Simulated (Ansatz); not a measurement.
## Nudged elastic band run: ClH4OSi2, charge +1

Input file:

```yaml
crystal:
  periodic: [false, false, false]
  atoms:
    - { symbol: O, position_ang: [-0.6091, 1.638199, -1.333998] }
    - { symbol: Si, position_ang: [-0.669214, 0.150497, -0.735856] }
    - { symbol: Si, position_ang: [0.701324, -0.727591, 1.023793] }
    - { symbol: Cl, position_ang: [-2.07227, -0.927101, -1.664738] }
    - { symbol: H, position_ang: [-0.037928, 2.384323, -1.091744] }
    - { symbol: H, position_ang: [0.398403, 0.179045, 2.157678] }
    - { symbol: H, position_ang: [2.07145, -0.578984, 0.475875] }
    - { symbol: H, position_ang: [0.217324, -2.118388, 1.168981] }
total_charge: 1
basis:
  gaussian: { orbitals: def2-SVP }
hamiltonian:
  xc: b3lyp
neb:
  order_check: false
  images: 7
  f_tol: 0.03
  max_iterations: 58
  initial_path: linear
  final_atoms:
    - { symbol: O, position_ang: [-0.611081, 1.65507404, -1.34219909] }
    - { symbol: Si, position_ang: [-0.65424714, 0.17163933, -0.73326304] }
    - { symbol: Si, position_ang: [0.70215142, -0.72734431, 1.02439188] }
    - { symbol: Cl, position_ang: [-2.05082673, -0.92900835, -1.64366064] }
    - { symbol: H, position_ang: [-0.0428478, 2.40492896, -1.10442995] }
    - { symbol: H, position_ang: [1.37498636, -1.86722972, 0.35695522] }
    - { symbol: H, position_ang: [-0.30536264, -1.10763213, 2.04315789] }
    - { symbol: H, position_ang: [1.58721652, 0.39957219, 1.39903871] }
```

Run as:

```bash
$ ansatz run input.yaml --threads 1 --pin off --max-ram 2048MiB --backend cpu --events-out ev --progress --plain --runs-dir out
```

Output, in part (warnings, iteration lines, the closing report on the highest movable image, with atoms numbered from 0):

```
NEB end point (image 0): max|allowed force component| = 9.016e-3 eV/Å (the criterion of neb.relax_end_points is 1.000e-2)
NEB end point (image 8): max|allowed force component| = 9.260e-3 eV/Å (the criterion of neb.relax_end_points is 1.000e-2)
NEB iter   1: max|band force component| = 7.290e-1 eV/Å  barrier→ = 0.0842 eV  barrier← = 0.0917 eV  Δτ_max = 0.1940 Å  (216 SCF iters)
NEB iter   2: max|band force component| = 3.796e-1 eV/Å  barrier→ = 0.0513 eV  barrier← = 0.0587 eV  CI = image 5  Δτ_max = 0.0900 Å  (185 SCF iters)
NEB iter   3: max|band force component| = 1.154e-1 eV/Å  barrier→ = 0.0051 eV  barrier← = 0.0126 eV  CI = image 5  Δτ_max = 0.0236 Å  (173 SCF iters)
NEB iter   4: max|band force component| = 7.063e-2 eV/Å  barrier→ = 0.0030 eV  barrier← = 0.0104 eV  CI = image 5  Δτ_max = 0.0528 Å  (167 SCF iters)
NEB iter   5: max|band force component| = 5.964e-2 eV/Å  barrier→ = 0.0000 eV  barrier← = 0.0075 eV  CI = image 5  Δτ_max = 0.0126 Å  (162 SCF iters)
NEB iter   6: max|band force component| = 2.567e-2 eV/Å  barrier→ = -0.0002 eV  barrier← = 0.0073 eV  CI = image 5  Δτ_max = 0.0000 Å  (321 SCF iters)
Total energy: -30375.14982745 eV, -1116.2661671429 hartree
Atom 0 at    -1.846779     1.024334    -0.621322 Å, force     0.005833    -0.001968    -0.004508 eV/Å
Atom 1 at    -0.459457     0.253463    -0.857352 Å, force    -0.008452     0.003415     0.025664 eV/Å
Atom 2 at     1.025386    -0.560821     0.840196 Å, force    -0.009228    -0.008903    -0.003392 eV/Å
Atom 3 at    -0.100928     0.023655    -2.808496 Å, force    -0.000541    -0.000161    -0.017068 eV/Å
Atom 4 at    -2.285951     1.281296     0.204972 Å, force     0.004962    -0.001660    -0.002229 eV/Å
Atom 5 at     1.259204     0.635971     1.682934 Å, force     0.000174     0.007546     0.003863 eV/Å
Atom 6 at     2.190585    -1.038934     0.064142 Å, force     0.008210     0.000942    -0.003265 eV/Å
Atom 7 at     0.217929    -1.618964     1.494918 Å, force    -0.000958     0.000790     0.000935 eV/Å
Dipole moment:     0.002861     0.011434     0.826137 e Å
```

The run converged. The highest image is an end point: on this band no image between the ends rises above it. Between wells the path still climbs a hump at image 5, 0.01 eV above the well before it. Limits of this set-up: the dipole of an ion depends on the origin.

Final band (atoms are numbered from 1 in the order of the input):

```csv
image,path coordinate (Å),energy (kcal/mol),dihedral Cl4–Si2–Si3–H8 (°)
0,0.00,0.0,0
1,0.75,-0.1,-23
2,1.51,-0.1,-45
3,2.26,-0.2,-68
4,3.01,-0.1,-90
5,3.76,0.0,-114
6,4.51,0.0,-137
7,5.25,-0.1,-159
8,5.99,-0.2,180
```

Time of the run: 2.6 min on 1 thread of Arm Neoverse V2 (shared host), peak memory 0.19 GiB.
